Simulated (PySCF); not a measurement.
# Simulated absorption spectrum

(H3Sn)2S.
Structure used (PBE0-D3(BJ)/def2-SVP), in Å, numbered top down from 1:
```xyz
9
H6SSn2 angstrom
Sn    -1.017   -1.333    0.775
H     -0.731   -0.621    2.307
H     -1.320   -3.010    0.910
H     -2.308   -0.529   -0.019
S      0.988   -1.157   -0.579
Sn     1.102    1.253   -0.817
H      2.708    1.589   -1.295
H     -0.022    1.767   -2.004
H      0.732    1.972    0.696
```

The calculation used TDDFT CAM-B3LYP/def2-SVPD, vertical, gas phase, core orbitals frozen in the response, def2 core potentials past Kr in PySCF 2.14.0, density-fitted response routines. Spin–orbit coupling is left out.

Computed states:

```
state  E (eV)       f
   S1    4.90   0.022
   S2    5.34  0.0000
   S3    6.13  0.0016
   S4    6.34   0.014
   S5    6.37   0.102
   S6    6.65  0.0089
   S7    6.79   0.080
   S8    7.02  0.0007
   S9    7.24   0.412
  S10    7.27   0.101
```

Broadening: Gaussians 0.5 eV wide at half height, area fixed by f = 4.319×10⁻⁹ ∫ε dν̃. The cross-section is σ = 3.8235×10⁻²¹ ε cm², given in Mb (10⁻¹⁸ cm²). The width is an assumption, not a result. The curve ends short of the highest state used, and states not computed would add to its high-energy end.

(1) What does the envelope look like, and where are its maxima?

(2) Coming from long wavelengths, where does ε first pass 100 L mol⁻¹ cm⁻¹?

(3) On this curve, what absorbance would a 10⁻⁴ mol/L sample give at 254 nm over a 1 cm path?

(4) Does any computed singlet lie in the visible range?

Answers

(1) 
E (eV), σ (Mb) and a bar:
```
     4.15       0.01 
     4.19       0.02 
     4.24       0.04 
     4.29       0.08 
     4.33       0.13 
     4.38       0.23 
     4.42       0.36 
     4.47       0.60 #
     4.51       0.87 #
     4.56       1.29 #
     4.61       1.83 ##
     4.65       2.32 ###
     4.70       2.97 ###
     4.74       3.48 ####
     4.79       4.03 ####
     4.83       4.36 #####
     4.88       4.57 #####
     4.93       4.54 #####
     4.97       4.33 #####
     5.02       3.89 ####
     5.06       3.43 ####
     5.11       2.79 ###
     5.15       2.27 ##
     5.20       1.67 ##
     5.25       1.16 #
     5.29       0.84 #
     5.34       0.53 #
     5.38       0.35 
     5.43       0.20 
     5.48       0.12 
     5.52       0.08 
     5.57       0.06 
     5.61       0.08 
     5.66       0.13 
     5.70       0.23 
     5.75       0.43 
     5.80       0.80 #
     5.84       1.26 #
     5.89       2.14 ##
     5.93       3.16 ###
     5.98       4.91 #####
     6.02       6.72 #######
     6.07       9.51 ##########
     6.12      12.78 ##############
     6.16      15.61 #################
     6.21      19.15 #####################
     6.25      21.78 ########################
     6.30      24.52 ###########################
     6.34      26.14 ############################
     6.39      27.35 ##############################
     6.44      27.74 ##############################
     6.48      27.60 ##############################
     6.53      27.15 #############################
     6.57      26.79 #############################
     6.62      26.62 #############################
     6.67      27.05 #############################
```

Maxima: 253 nm (4.90 eV), ε about 1200, made up of S1 (100%); 192 nm (6.44 eV), ε about 7300, made up of S5 (71%) and S7 (15%) (ε in L mol⁻¹ cm⁻¹; maxima over ε = 5, shares over 10%). At its high-energy end, 6.67 eV, the curve is still rising (ε about 7100, from S5 and S7).

(2) At about 280 nm (4.42 eV), 0.47 eV below S1.

(3) 254 nm is 4.881 eV, where ε is about 1200 L mol⁻¹ cm⁻¹, so A = ε c l ≈ 0.12 (Beer–Lambert, with the gas-phase spectrum and the assumed width).

(4) No computed singlet lies in the visible range (380 to 750 nm); the lowest, at 253 nm, stands 1.64 eV above its violet end (3.26 eV).

The vertical ionisation energy (ΔSCF) is 8.98 eV, 1.71 eV above S10.
